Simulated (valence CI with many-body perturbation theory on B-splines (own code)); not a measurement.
**E1 transitions of S III**

Calculated by relativistic CI+MBPT: four valence electrons over a frozen Dirac-Fock core [Ne], a basis of 11 s, 11 p, 9 d, 7 f, 5 g, 2 h, 1 i functions for each j, with the one-electron correlation potential Σ1, the two-electron term Σ2, the three-electron term Σ3, Breit, model QED; selected CI, second order for the rest, scaled by the run's own slope (own B-spline code, finite nucleus).

Set against measurement, 54 paired levels are off by 54 cm⁻¹ on average, the worst by 185. These come from a selection out of NIST levels in Podobedova, Kelleher and Wiese, J. Phys. Chem. Ref. Data 38, 171 (2009). Levels without a partner in it may be off by more. Among the levels kept, up to 400 cm⁻¹ of a level comes from second order outside the variational space, and about a tenth of that is noise between levels of different J, which matters for small intervals. 1 measured level below the end of the list, from 164141 cm⁻¹ on, found no clear computed partner, and computed levels of the same name lie up to 1724 cm⁻¹ from them.

Lines 1 to 50 of 276 in falling wavelength, among levels below 26.448 eV, chosen from the strongest by gf and those to the six lowest levels. Wavelengths and rates use the calculated energies, so an error of 50 cm⁻¹ moves a line at 648.3 nm by 0.32 % and its rate by three times that or more. Electric multipoles are in the length gauge, E1 and E2 with the static RPA response of the core. Weak lines are less certain than strong ones. Lines between different terms over intervals too small for the method are left out, as are lines whose strength nearly cancels. Where a level lies close to another of its J and parity, the split of strength between their lines is uncertain. The highest levels of a list are the least certain.

Names give the largest LS component (configuration and term), which can be under half, so a name can repeat, a term be missing and a line seem to break the LS rules; names also repeat where a configuration has a term twice.

```csv
λ vac (nm),λ from measured levels,Upper,Lower,A (s⁻¹),S (a.u.)
901.4,,3s2.3p.4p 1D_2,3s2.3p.3d 1P°_1,5.57e+05,1.01e+00
648.3,642.1,3s2.3p.4p 1P_1,3s.3p3 1D°_2,6.53e+06,2.63e+00
592.0,,3s2.3p.4p 1S_0,3s2.3p.3d 1P°_1,3.90e+07,3.99e+00
523.7,522.1,3s2.3p.4p 1P_1,3s2.3p.4s 1P°_1,6.01e+07,1.28e+01
518.8,516.2,3s2.3p.4p 1D_2,3s2.3p.3d 1F°_3,3.81e+07,1.31e+01
482.3,480.4,3s2.3p.4p 1P_1,3s2.3p.4s 3P°_1,9.90e+06,1.65e+00
468.9,467.9,3s2.3p.4p 3D_1,3s2.3p.4s 1P°_1,6.62e+06,1.01e+00
444.9,444.1,3s2.3p.4p 3D_2,3s2.3p.3d 3D°_1,5.06e+06,1.10e+00
437.5,436.3,3s2.3p.4p 3D_2,3s2.3p.4s 3P°_2,2.08e+07,4.31e+00
437.4,436.6,3s2.3p.4p 3D_3,3s2.3p.3d 3D°_3,7.62e+06,2.20e+00
436.5,435.6,3s2.3p.4p 3D_3,3s2.3p.3d 3D°_2,1.36e+07,3.91e+00
435.5,434.1,3s2.3p.4p 3D_1,3s2.3p.4s 3P°_1,2.45e+07,2.99e+00
434.8,433.4,3s2.3p.4p 3D_1,3s2.3p.4s 3P°_0,3.89e+07,4.73e+00
429.9,428.6,3s2.3p.4p 3D_2,3s2.3p.4s 3P°_1,5.13e+07,1.01e+01
426.7,425.5,3s2.3p.4p 3D_3,3s2.3p.4s 3P°_2,7.09e+07,1.90e+01
406.6,,3s2.3p.4d 3D°_3,3s.3p2.3d 3P_2,2.95e+06,6.85e-01
402.4,399.9,3s2.3p.4p 1D_2,3s.3p3 1D°_2,6.25e+06,1.01e+00
400.1,398.7,3s2.3p.4p 3P_0,3s2.3p.3d 3D°_1,6.08e+07,1.92e+00
399.8,398.5,3s2.3p.4p 3P_1,3s2.3p.3d 3D°_2,3.66e+07,3.47e+00
397.6,396.3,3s2.3p.4p 3P_1,3s2.3p.3d 3D°_1,7.28e+06,6.77e-01
394.3,393.0,3s2.3p.4p 3P_2,3s2.3p.3d 3D°_3,4.18e+07,6.32e+00
387.9,386.2,3s2.3p.4p 3P_0,3s2.3p.4s 3P°_1,3.05e+07,8.79e-01
385.6,383.9,3s2.3p.4p 3P_2,3s2.3p.4s 3P°_2,7.06e+07,9.98e+00
385.5,383.9,3s2.3p.4p 3P_1,3s2.3p.4s 3P°_1,3.79e+07,3.22e+00
385.0,383.3,3s2.3p.4p 3P_1,3s2.3p.4s 3P°_0,1.99e+07,1.68e+00
380.0,379.6,3s2.3p.4p 3S_1,3s2.3p.3d 3D°_2,3.02e+07,2.45e+00
379.6,378.0,3s2.3p.4p 3P_2,3s2.3p.4s 3P°_1,1.05e+07,1.42e+00
378.0,377.6,3s2.3p.4p 3S_1,3s2.3p.3d 3D°_1,5.80e+06,4.63e-01
375.2,375.2,3s2.3p.4p 3D_1,3s2.3p.3d 3P°_1,1.53e+07,1.20e+00
374.9,374.9,3s2.3p.4p 3D_1,3s2.3p.3d 3P°_0,3.62e+07,2.83e+00
372.6,371.9,3s2.3p.4p 3S_1,3s2.3p.4s 3P°_2,1.26e+08,9.66e+00
371.2,371.1,3s2.3p.4p 3D_2,3s2.3p.3d 3P°_2,4.64e+06,5.85e-01
371.0,371.0,3s2.3p.4p 3D_2,3s2.3p.3d 3P°_1,4.47e+07,5.63e+00
367.1,366.3,3s2.3p.4p 3S_1,3s2.3p.4s 3P°_1,5.39e+07,3.94e+00
366.6,365.8,3s2.3p.4p 3S_1,3s2.3p.4s 3P°_0,1.80e+07,1.32e+00
363.4,363.3,3s2.3p.4p 3D_3,3s2.3p.3d 3P°_2,4.00e+07,6.62e+00
362.4,362.4,3s2.3p.4d 3F°_2,3s2.3p.4p 1D_2,2.49e+07,2.92e+00
355.0,355.1,3s2.3p.4d 1D°_2,3s2.3p.4p 1D_2,4.79e+07,5.29e+00
352.3,350.0,3s2.3p.5s 1P°_1,3s2.3p.4p 1S_0,6.40e+07,4.14e+00
350.6,349.8,3s2.3p.4p 1D_2,3s2.3p.4s 1P°_1,1.85e+08,1.97e+01
339.3,338.8,3s2.3p.4p 3P_0,3s2.3p.3d 3P°_1,1.68e+08,3.25e+00
337.6,337.1,3s2.3p.4p 3P_1,3s2.3p.3d 3P°_2,6.43e+07,3.66e+00
337.5,337.0,3s2.3p.4p 3P_1,3s2.3p.3d 3P°_1,3.96e+07,2.25e+00
337.3,336.8,3s2.3p.4p 3P_1,3s2.3p.3d 3P°_0,5.06e+07,2.87e+00
336.6,,3s2.3p.4d 1P°_1,3s2.3p.4p 1S_0,1.76e+08,9.91e+00
333.1,332.6,3s2.3p.4p 3P_2,3s2.3p.3d 3P°_2,1.04e+08,9.49e+00
333.0,332.5,3s2.3p.4p 3P_2,3s2.3p.3d 3P°_1,3.39e+07,3.09e+00
331.5,330.6,3s2.3p.4p 1D_2,3s2.3p.4s 3P°_1,6.61e+06,5.94e-01
308.7,309.0,3s2.3p.4d 1D°_2,3s2.3p.4p 3P_1,6.07e+06,4.41e-01
304.7,303.6,3s2.3p.5s 3P°_1,3s2.3p.4p 1D_2,2.23e+07,9.33e-01
```
